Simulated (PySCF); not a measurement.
# Working out the excitation energy of B+

B+ [He] 2s2 (1S) → B+ [He] 2s1 2p1 (3P). All numbers are calculated (PySCF 2.14, the spin-free X2C one-electron Hamiltonian (Gaussian nucleus), in x2c-TZVPPall (5s3p2d1f, 31 functions)). Frozen: nothing. Energies in hartree (1 hartree = 27.21139 eV):

```
             part  B+ (lower)  B+ (upper)
              UHF  -24.243658  -24.128158
MP2 opposite-spin   -0.049801   -0.014270
    MP2 same-spin   -0.000262   -0.003332
```

Task: What does Hartree-Fock give?

Result: (-24.128158) − (-24.243658) = 0.115500 hartree = 3.143 eV.

Task: What do MP2 and SCS-MP2 (6/5 opposite-spin, 1/3 same-spin) give?

Result: The opposite-spin parts differ by 0.967 eV and the same-spin parts by -0.084 eV. MP2: 3.143 + (0.967) + (-0.084) = 4.026 eV. SCS-MP2: 3.143 + 1.2 × (0.967) + (-0.084)/3 = 4.275 eV.

Measured between the centres of the two terms (NIST): 4.631 eV, so MP2 (valence and next inner shell) is off by -0.605 eV.

What remains against the reference includes basis incompleteness and correlation beyond second order.
